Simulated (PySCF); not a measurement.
An unknown gives this computed stick spectrum. Method: TDDFT B3LYP/def2-SVPD, vertical, gas phase, core orbitals frozen in the response (PySCF 2.14.0, density-fitted response routines). Geometries: GFN2-xTB, one conformer each.

```csv
state,ν̃ (cm⁻¹),f,"main configurations (H = HOMO, L = LUMO)"
S1,45090,0.0030,H→L (99%)
S2,51590,0.0068,H→L+1 (98%)
S3,53490,0.084,H-1→L (78%)
S4,56620,0.0067,"H-2→L (48%), H-1→L+1 (39%), H-1→L (10%)"
S5,57730,0.017,H→L+2 (94%)
S6,58440,0.012,H-1→L+2 (96%)
S7,59830,0.0025,H-3→L (94%)
S8,63160,0.411,"H-1→L+1 (48%), H-2→L (37%)"
```

Problem. Which candidate is it? All have the formula C4H4F3N3.
A. `Cn1ncc(C(F)(F)F)n1`
B. `Cn1nncc1C(F)(F)F`
C. `Cn1cc(C(F)(F)F)nn1`

Solution. C. Its S1 lies at 5.59 eV; the nearest of the others has S1 at 5.26 eV. S1 is HOMO→LUMO (99%). Löwdin shares by element: HOMO nitrogen 85%, carbon 10% or more; LUMO nitrogen 40% or more, carbon 35% or more (atoms not listed hold the other 25%). At the same level the other candidates give, for their lowest levels:
- `Cn1ncc(C(F)(F)F)n1`: 6.15 eV (f 0.000); 6.49 eV (f 0.173); 7.20 eV (f 0.013); 7.26 eV (f 0.014); 7.47 eV (f 0.000); T1 4.96 eV; HOMO -8.20, LUMO -1.14 eV
- `Cn1nncc1C(F)(F)F`: 5.26 eV (f 0.003); 6.52 eV (f 0.136); 6.67 eV (f 0.008); 6.87 eV (f 0.076); 7.06 eV (f 0.001); T1 4.57 eV; HOMO -7.85, LUMO -1.30 eV

Shape of the structure used: `[CH3:1][n:2]1[cH:3][c:4]([C:5]([F:6])([F:7])[F:8])[n:9][n:10]1`: C3–C4–C5–F6 165°.
Triplets come from the Tamm–Dancoff approximation.
